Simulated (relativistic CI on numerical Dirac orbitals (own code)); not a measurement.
**Electric-dipole lines of V III**

Calculated at this level of theory: Dirac-Coulomb-Breit CI, separate exchange-only KLI orbitals for each configuration, a model potential for QED, valence Slater integrals scaled by 0.85, P86 correlation energy added to each configuration (own radial code, finite nucleus).

Configurations in the expansion (outside the closed core [Ne] 3s2): 3p6 3d3, 3p6 3d2 4s, 3p6 3d2 4p, 3p6 3d 4s2, 3p6 3d2 4d, 3p6 3d2 5s, 3p6 3d2 5p, 3p6 3d 4s 4p, 3p6 3d2 4f, 3p6 3d2 5d, 3p6 3d2 5f, 3p6 3d2 5g, 3p5 3d4, 3p6 3d 4p2, 3p6 3d 4s 4d. Levels of other configurations are missing.

```csv
λ vac (Å),Lower,Upper,A (s⁻¹),E lower (cm⁻¹),E upper (cm⁻¹)
1124.4,3p6 3d3 4F_9/2 [4],3p6 3d2 4p 4D°_7/2 [50],4.61e+08,519.0,89452.8
1149.6,3p6 3d3 4F_9/2 [4],3p6 3d2 4p 4F°_9/2 [42],5.83e+08,519.0,87506.1
1150.8,3p6 3d3 4F_7/2 [3],3p6 3d2 4p 4F°_7/2 [41],5.00e+08,303.0,87202.2
1151.8,3p6 3d3 4F_5/2 [2],3p6 3d2 4p 4F°_5/2 [40],4.57e+08,128.5,86945.5
1152.8,3p6 3d3 4F_3/2 [1],3p6 3d2 4p 4F°_3/2 [38],5.16e+08,0.0,86747.9
1154.0,3p6 3d3 2G_7/2 [6],3p6 3d2 4p 2F°_5/2 [58],6.76e+08,12588.7,99240.1
1160.8,3p6 3d3 2H_11/2 [13],3p6 3d2 4p 2G°_9/2 [70],7.18e+08,16907.9,103053.9
2274.5,3p6 3d2 4s 4F_9/2 [23],3p6 3d2 4p 4D°_7/2 [50],3.37e+08,45487.9,89452.8
2379.9,3p6 3d2 4s 4F_9/2 [23],3p6 3d2 4p 4F°_9/2 [42],3.51e+08,45487.9,87506.1
2381.4,3p6 3d2 4s 4F_7/2 [22],3p6 3d2 4p 4F°_7/2 [41],2.77e+08,45210.3,87202.2
2386.8,3p6 3d2 4s 4P_5/2 [30],3p6 3d2 4p 4D°_7/2 [64],3.73e+08,58774.0,100671.4
2395.0,3p6 3d2 4s 2F_5/2 [24],3p6 3d2 4p 2G°_7/2 [52],3.62e+08,50333.1,92086.6
2401.6,3p6 3d2 4s 2F_7/2 [25],3p6 3d2 4p 2G°_9/2 [53],3.73e+08,50772.7,92412.3
2405.0,3p6 3d2 4s 2D_5/2 [26],3p6 3d2 4p 2F°_7/2 [59],3.45e+08,58047.8,99628.1
2420.8,3p6 3d2 4s 4F_9/2 [23],3p6 3d2 4p 4G°_11/2 [39],3.84e+08,45487.9,86796.2
2431.6,3p6 3d2 4s 4F_7/2 [22],3p6 3d2 4p 4G°_9/2 [37],3.27e+08,45210.3,86335.1
2442.0,3p6 3d2 4s 4F_5/2 [21],3p6 3d2 4p 4G°_7/2 [36],2.97e+08,44993.3,85943.8
2451.7,3p6 3d2 4s 4F_3/2 [20],3p6 3d2 4p 4G°_5/2 [35],2.97e+08,44839.0,85627.4
2636.5,3p6 3d2 4s 2F_5/2 [24],3p6 3d2 4p 2F°_5/2 [43],2.68e+08,50333.1,88262.6
2639.1,3p6 3d2 4s 2F_7/2 [25],3p6 3d2 4p 2F°_7/2 [44],2.42e+08,50772.7,88663.9
```

Terms are leading LS components. Brackets give the number of a level in order of energy, since labels repeat. The list gives strong lines, with weight on those to low levels, without lines whose two gauges differ by over a factor of 2.5, among the lowest 200 of 792 levels, so that lines to higher ones, which can be the strongest, are missing, and without lines across small gaps between configurations, and without 107 lines that miss the measured interval by over 3.5 %, start from a term whose rates miss tabulated ones by over 60 %, have gauges far apart or, lacking measured levels, span too small a gap for the errors found; lines with a level outside our table were not tested and can miss by more. Levels whose partners in the same complex of configurations lie outside the list can be far off, and so can their lines. Rates are taken at the computed energies, electric ones in the length gauge.

Correlation outside the listed configurations is missing or only estimated: errors of thousands of cm⁻¹ between configurations and terms are usual at this charge. Rates and lifetimes follow the computed energies and can be off by large factors. The fine structure of a lone outer electron comes out too small, for d and f at times inverted, and misplaced configurations move strength between like terms. 62 of the 64 excited levels that our extract of the measured tables holds in this range could be paired (the sources list more); they are missed by 870 cm⁻¹ on average and 3002 at most, and levels without a partner can miss by more.
